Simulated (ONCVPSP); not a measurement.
Configuration tests for calcium (ONCV)

- Element: calcium (Ca)
- Generator: ONCVPSP 4.0.1
- Type: optimised norm-conserving Vanderbilt (ONCV)
- Functional: PBEsol
- Relativity: scalar-relativistic
- Frozen core: [Ne]
- Valence charge: 10
- Reference configuration: 3s2 3p6 4s2
- Partial waves: 3s+4s: rc 2.30 bohr, ncon 5, nbas 8, qcut 5.3 1/bohr, 2 projectors; 3p: rc 1.95 bohr, ncon 4, nbas 8, qcut 8.6 1/bohr, 3 projectors, debl 4 Ha; d scattering state at 0.12 Ha: rc 2.15 bohr, ncon 4, nbas 7, qcut 3.8 1/bohr, 2 projectors, debl 3.1 Ha
- Local potential: polynomial inside 1.85 bohr (lpopt 5, dvloc0 0 Ha)
- Core correction: Teter function, fcfact 2.5, rcfact 1.05

In the d channel the program set the typed energies aside and used -0.072, 3.028 Ha.

Energies are relative to the spin-unpolarised reference configuration 3s2 3p6 4s2; without spin polarisation the order of configurations can differ from experiment.

| valence configuration | charge | ΔE all-electron (eV) | error AE − PS (meV) |
| --- | --- | --- | --- |
| 3s2 3p6 4s1 | +1 | 6.305 | -0.4 |
| 3s2 3p6 4s0 | +2 | 17.987 | -2.8 |
| 3s2 3p6 4s1.5 | +0.5 | 2.504 | -0.1 |

Task: What are ΔE and the potential's error for 3s2 3p6 4s0 4p2?

Result: ΔE = 4.946 eV all-electron; the error (AE − PS) is -0.6 meV.
